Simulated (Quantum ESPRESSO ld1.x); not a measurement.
Species: the oxygen ion O+. Configuration: [He] 2s1 2p4 (not the ground configuration).

Calculated with ld1.x of Quantum ESPRESSO 7.5: scalar-relativistic Kohn-Sham, LDA (Slater exchange, Perdew-Zunger correlation), spin-polarised, spherical densities, point nucleus; open shells are filled with parallel spins first.

Energy parts (Ry):
part                     energy
total                 -147.0399
kinetic                146.6466
electron-nucleus      -342.3592
Hartree                 63.5790
exchange-correlation   -14.9063

Orbitals (lengths in bohr, moments of r in powers of bohr; <r^-3> diverges for s and p1/2; r(max) is where P^2 peaks; r(90%) holds 90 % of the orbital's charge):
orbital  occ.  eigenvalue (Ry)  r(max)  <r^-3>  r(90%)     <r^4>
1s up       1         -38.9701   0.130       -   0.360  0.007791
1s down     1         -38.7786   0.130       -   0.359  0.007667
2s up       1         -3.05525   0.853       -    1.71     3.644
2s down     0         -2.63312   0.873       -    1.80     4.511
2p up       3         -1.95886   0.775   6.294    1.84     5.067
2p down     1         -1.55081   0.800   5.644    2.03     7.670

The highest occupied level is 2p down at -21.100 eV. The configuration is held as typed, so some empty levels lie below it. The density falls to 0.001 e/bohr^3 at r = 2.92 bohr. Spin moment in Bohr magnetons: 3.
